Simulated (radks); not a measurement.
Question: The mean radii <r> (bohr) of the occupied orbitals of an atom or ion are listed with their occupations. Calculated with a radial shooting solver on a logarithmic mesh with Libxc functionals: Dirac Kohn-Sham, LB94 model potential, spin-unpolarised, spherical densities, finite nucleus; Fermi nuclear charge, rms radius of each element as measured or else 0.836 A^(1/3) + 0.57 fm.

orbital  occ.      <r>
1s1/2       2  0.03024
2s1/2       2   0.1242
2p1/2       1   0.1037

Name the element and its charge. Open shells, if any, fill j = l - 1/2 first.

Answer: Z = 48, cadmium, charge +43: Cd43+ in [He] 2s2 2p1. The 1s radius gives Z: for a bare nucleus <r> = (2 gamma + 1)/(2Z) with gamma = sqrt(1 - (Z/c)^2), 0.02993 bohr for Z = 48, and screening makes it slightly larger (0.03024 here). The occupations add up to 5, and the charge is Z minus that.
